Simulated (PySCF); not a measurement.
# Electron correlation in S (sulfur, neutral)

[Ne] 3s2 3p4, high-spin 3P determinant. Calculation: PySCF 2.14, in cc-pVDZ-DK; scalar relativity by spin-free X2C-1e. Frozen: [Ne]; 6 electrons correlated.

MP2 pair energies summed by pair of shells (mhartree):

```json
{"pair": "3p-3p", "energy": "-39.48", "share (%)": "47.1"}
{"pair": "3s-3p", "energy": "-36.77", "share (%)": "43.9"}
{"pair": "3s-3s", "energy": "-7.58", "share (%)": "9.0"}
```

Total MP2 correlation energy: -83.83 mhartree.

Same-spin part -20.73 and opposite-spin part -63.10 mhartree; SCS-MP2 scales them by 1/3 and 6/5 to -82.63 mhartree.

```json
{"level": "CCSD", "correlation energy (mhartree)": "-102.59"}
{"level": "(T)", "correlation energy (mhartree)": "-1.13"}
{"level": "CCSD(T)", "correlation energy (mhartree)": "-103.72"}
```

Diagnostics: T1 = 0.0070, D1 = 0.0225, largest double amplitude 0.053.

Cost of the coupled-cluster step: 0.17 s of wall time on 1 thread of Neoverse-N1 (shared host), for 6 correlated electrons.

Iterations:

```
CC2 = 0
CCSD nocc = (np.int64(4), np.int64(2)), nmo = (13, 13)
frozen orbitals [[0, 1, 2, 3, 4], [0, 1, 2, 3, 4]]
max_cycle = 100
direct = 0
conv_tol = 1e-08
conv_tol_normt = 1e-06
diis_space = 8
diis_start_cycle = 0
Init t2, MP2 energy = -0.0838281597912689
Init E_corr(UCCSD) = -0.0838281597914374
cycle = 1  E_corr(UCCSD) = -0.0982773213950813  dE = -0.0144491616  norm(t1,t2) = 0.0387622
cycle = 2  E_corr(UCCSD) = -0.101289434817554  dE = -0.00301211342  norm(t1,t2) = 0.0122495
cycle = 3  E_corr(UCCSD) = -0.10260890659632  dE = -0.00131947178  norm(t1,t2) = 0.00463108
cycle = 4  E_corr(UCCSD) = -0.10258594498101  dE = 2.29616153e-05  norm(t1,t2) = 0.000468988
cycle = 5  E_corr(UCCSD) = -0.102590135606319  dE = -4.19062531e-06  norm(t1,t2) = 0.00010541
cycle = 6  E_corr(UCCSD) = -0.102589409948981  dE = 7.25657338e-07  norm(t1,t2) = 2.31649e-05
cycle = 7  E_corr(UCCSD) = -0.102589689465941  dE = -2.7951696e-07  norm(t1,t2) = 4.89157e-06
cycle = 8  E_corr(UCCSD) = -0.102589604668375  dE = 8.47975663e-08  norm(t1,t2) = 6.99858e-07
cycle = 9  E_corr(UCCSD) = -0.102589623160835  dE = -1.849246e-08  norm(t1,t2) = 1.19838e-07
cycle = 10  E_corr(UCCSD) = -0.102589618838184  dE = 4.32265135e-09  norm(t1,t2) = 2.13237e-08
UCCSD converged
E(UCCSD) = -398.6792706385997  E_corr = -0.1025896188381838
UCCSD(T) correction = -0.00113124591151534
```
